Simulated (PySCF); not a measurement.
Input of a response calculation (the driver script's job line, then coordinates in Å):

```
{"job": {"kind": "uv", "xc": "PBE0", "basis": "def2-SVPD", "nstates": 6, "ntriplets": 2}, "charge": 0, "multiplicity": 1}
O     -2.238924     0.446584    -0.713662
C     -1.566051    -0.309705     0.265868
C     -0.101554     0.005050     0.322650
C      0.910230    -0.619052    -0.351656
C      2.165193    -0.015893    -0.118801
N      2.224510     1.020895     0.666133
Se     0.613326     1.435494     1.287878
H     -2.131424     1.385654    -0.519386
H     -1.705644    -1.353384    -0.027780
H     -2.024145    -0.156899     1.254775
H      0.769657    -1.474087    -0.988675
H      3.086024    -0.365343    -0.559242
```

The program printed, after the SCF cycles:

```
converged SCF energy = -2685.8377657808

Static polarisability (au): isotropic 80.711, principal 57.916 89.178 95.038

Singlet excitations
state   eV       nm        f      main configurations
  1   5.0557    245.2   0.00210   H-2->L 0.69, H->L+1 0.26
  2   5.1052    242.9   0.02309   H->L+1 0.41, H->L 0.30, H-2->L 0.23
  3   5.2069    238.1   0.07432   H->L 0.56, H->L+1 0.30
  4   5.5930    221.7   0.04869   H-1->L 0.56, H-1->L+1 0.36
  5   5.7095    217.2   0.02448   H-1->L+1 0.59, H-1->L 0.28
  6   5.9235    209.3   0.00741   H-3->L 0.86

Triplet excitations (Tamm-Dancoff, eV): 3.7579 3.9178
```

The calculation used PySCF 2.14.0, density-fitted response routines, TDDFT PBE0/def2-SVPD, vertical, gas phase, core orbitals frozen in the response. Geometry: GFN2-xTB, one conformer, isolated molecule. Relativistic effects, spin–orbit coupling among them, are left out although an element past zinc is present.

Problem. What is the gap between the lowest singlet and the lowest triplet?

Solution. 5.0557 − 3.7579 = 1.2978 eV (full response against Tamm–Dancoff).

Problem. Give the mean polarisability in Å³.

Solution. 80.71 au × 0.148185 = 11.96 Å³.

Problem. What is the polarisability anisotropy, √(½[(α1 − α2)² + (α2 − α3)² + (α3 − α1)²])?

Solution. 34.57 au.

Problem. What is the total energy of state 1 at this geometry?

Solution. -2685.83777 + 0.18579 = -2685.65198 hartree.

Problem. How much of the mean polarisability do the listed states account for?

Solution. The sum over states Σ f/ΔE² (ΔE in hartree) gives 4.61 au, 6% of the total; the rest comes from higher roots of the same response equations.

Problem. Write the structure that the coordinates describe.

Solution. `OCc1ccn[se]1` (C4H5NOSe), point group C1.

H and L stand for HOMO and LUMO.

The values belong to the conformer `[OH:1][CH2:2][c:3]1[cH:4][cH:5][n:6][se:7]1`: O1–C2–C3–C4 -92°, H–O1–C2–C3 -59°.
